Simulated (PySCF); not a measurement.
**Nb (niobium, neutral): UHF calculation**

Configuration: [Kr] 4d4 5p1, one real determinant (an excited configuration). Calculation: PySCF 2.14, in def2-QZVPPD with the def2 core potential (28 electrons) (7s5p4d3f2g, 81 functions); scalar relativity through the core potential.

```json
{"Total energy": "-56.231101 hartree", "One-electron energy": "-95.6022 hartree", "Hartree (Coulomb) energy": "45.7497 hartree", "Exchange energy": "-6.3786 hartree", "⟨S²⟩": "8.7539", "⟨L²⟩": "8.028", "Sum of ⟨r⟩": "24.12 bohr", "Sum of ⟨r²⟩": "70.72 bohr²", "Traceless quadrupole moment −½Σ⟨3z² − r²⟩ along its main axis": "-12.5 e·bohr²", "Time after the integrals": "1 s of wall time on 1 thread of Neoverse-V1 (shared host)"}
```

```tsv
shell	electrons	mean orbital energy (hartree)	spread (hartree)	rms radius, mean of both spins (bohr)
4s α	1	-2.81502	0	1.25
4s β	1	-2.65136	0	1.25
4p α	3	-1.76287	0.03037	1.41
4p β	3	-1.53660	0.03937	1.41
4d α	4	-0.34277	0.02631	2.27
5p α	1	-0.12409	0	5.92
```

⟨L²⟩ = 8.03 against 12 for a pure F term, so this real determinant mixes terms. Energies and moments cover only the electrons outside the core potential.
